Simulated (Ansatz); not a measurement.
`[F][Ga]([Br])[Br]` + NH₃ → `[NH2][Ga]([Br])[Br]` + H–F at 400 K and 1 bar (ligand exchange at a Ga–F bond).

Gas-phase electronic energies from Ansatz, PBE0-D4/def2-TZVP geometries. CCSD(T)/CBS adds triple-zeta CCSD(T) − MP2 to the extrapolated MP2 energy (def2 sets, frozen cores). This one scheme is used for every species. For Br, Ga outer-core shells are correlated without core-valence functions, which leaves a few kJ/mol of doubt a bond. Scalar relativity is left out up to krypton. One conformer a species, not always the lowest.

```tsv
species	CCSD(T)/CBS energy (Eh)	H − E (kJ/mol)	S (J/(mol·K))
`[F][Ga]([Br])[Br]`	-7170.52286	35.8	369.4
NH₃	-56.50880	104.2	203.1
`[NH2][Ga]([Br])[Br]`	-7126.62711	101.5	401.7
H–F	-100.39570	36.5	182.2
```

H − E and S are ideal-gas, rigid-rotor, harmonic terms from PBE0-D4/def2-TZVP, for one conformer and one mirror image of each species. 1 Eh = 2625.50 kJ/mol, R = 8.31446 J/(mol·K).

By hand: ΔE, ΔH, ΔS and ΔG.

ΔE = (-7126.62711) + (-100.39570) − (-7170.52286) − (-56.50880) = 0.00885 Eh = 23.2 kJ/mol. Δ(H − E) = 101.5 + 36.5 − 35.8 − 104.2 = -2.0, so ΔH = 21.2 kJ/mol. ΔS = 401.7 + 182.2 − 369.4 − 203.1 = 11.4 J/(mol·K). ΔG = 21.2 − 400 × (11.4)/1000 = 16.6 kJ/mol.

By hand: the equilibrium constant, and the temperature at which ΔG would vanish if ΔH and ΔS stayed fixed.

log₁₀ K = −ΔG/(RT ln 10) = -2.2. ΔG = 0 at ΔH/ΔS = 1860 K, though so small a ΔS makes that figure unsure.

The number of gas molecules stays the same, so ΔS is small and ΔH decides. A doubt of 5 kJ/mol in ΔE shifts log₁₀ K by 0.7 here. Other conformers and mirror images would add mixing entropy, several J/(mol·K) or more a flexible species. Modes under 60 cm⁻¹, often nearly free rotors, make the harmonic entropy too high. These are equilibria of isolated gas molecules and say nothing of rates. Largest T1 diagnostic: 0.010 (customary marks: 0.02 for closed shells, 0.045 for open ones).
